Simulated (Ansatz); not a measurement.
Consider the ligand exchange at a B–O bond: `COB(C)N` + `BN` → `BNB(C)N` + CH₃OH.

Calculated with Ansatz (gas phase, PBE0-D4/def2-TZVP geometries, no zero-point term in ΔE). CCSD(T)/CBS adds triple-zeta CCSD(T) − MP2 to the extrapolated MP2 energy (def2 sets, frozen cores). This one scheme is used for every species. DFT in def2-TZVPP. Each species was taken in one conformer, which may not be the lowest.

`COB(C)N`:

Z-matrix (Å, degrees):
```
C
O 1 1.404
H 1 1.095 2 111.9
H 1 1.096 2 111.8 3 121.7
H 1 1.091 2 108.0 3 -119.2
B 2 1.375 1 121.5 3 -60.0
N 6 1.405 2 115.7 1 -179.9
C 6 1.577 2 122.6 1 0.2
H 7 1.005 6 122.2 2 -0.0
H 7 1.002 6 123.1 2 -180.0
H 8 1.092 6 112.8 2 -179.5
H 8 1.095 6 111.2 2 59.6
H 8 1.095 6 111.3 2 -58.5
```

`BN`:

Cartesian coordinates in Å:
```
B 0.126 -0.208 0.638
N -0.130 0.214 -0.656
H 1.190 -0.696 0.889
H -0.723 -0.074 1.471
H -1.001 0.632 -0.937
H 0.537 0.132 -1.405
```

`BNB(C)N`:

Z-matrix (Å, degrees):
```
C
B 1 1.575
H 1 1.092 2 113.6
H 1 1.095 2 110.8 3 -121.2
H 1 1.095 2 110.7 3 121.1
N 2 1.461 1 118.8 3 179.2
N 2 1.398 1 121.4 3 -0.8
B 6 1.397 2 129.3 1 -179.8
H 6 1.010 2 114.5 1 0.1
H 7 1.005 2 123.2 1 -179.9
H 7 1.003 2 122.3 1 0.1
H 8 1.198 6 120.0 2 179.9
H 8 1.200 6 119.9 2 -0.0
```

CH₃OH:

Z-matrix (Å, degrees):
```
C
O 1 1.409
H 1 1.097 2 112.4
H 1 1.090 2 107.0 3 -118.5
H 1 1.097 2 112.4 3 123.0
H 2 0.959 1 108.5 3 -61.6
```

```json
{"level": "PBE-D4", "ΔE (kcal/mol)": "10.4", "difference from CCSD(T)/CBS": "0.4"}
{"level": "ωB97X-V", "ΔE (kcal/mol)": "10.9", "difference from CCSD(T)/CBS": "0.9"}
{"level": "r2SCAN", "ΔE (kcal/mol)": "11.2", "difference from CCSD(T)/CBS": "1.2"}
{"level": "PBE0", "ΔE (kcal/mol)": "10.3", "difference from CCSD(T)/CBS": "0.3"}
{"level": "HF/def2-TZVPP", "ΔE (kcal/mol)": "10.9", "difference from CCSD(T)/CBS": "0.9"}
{"level": "CCSD/def2-TZVPP", "ΔE (kcal/mol)": "10.5", "difference from CCSD(T)/CBS": "0.5"}
{"level": "CCSD(T)/def2-TZVPP", "ΔE (kcal/mol)": "10.5", "difference from CCSD(T)/CBS": "0.5"}
{"level": "MP2/def2-QZVPP", "ΔE (kcal/mol)": "10.1", "difference from CCSD(T)/CBS": "0.1"}
{"level": "HF/CBS(def2)", "ΔE (kcal/mol)": "10.8", "difference from CCSD(T)/CBS": "0.8"}
{"level": "MP2/CBS(def2)", "ΔE (kcal/mol)": "9.9", "difference from CCSD(T)/CBS": "-0.1"}
{"level": "CCSD(T)/CBS", "ΔE (kcal/mol)": "10.0", "difference from CCSD(T)/CBS": "0"}
```

Largest T1 diagnostic among the species: 0.012.
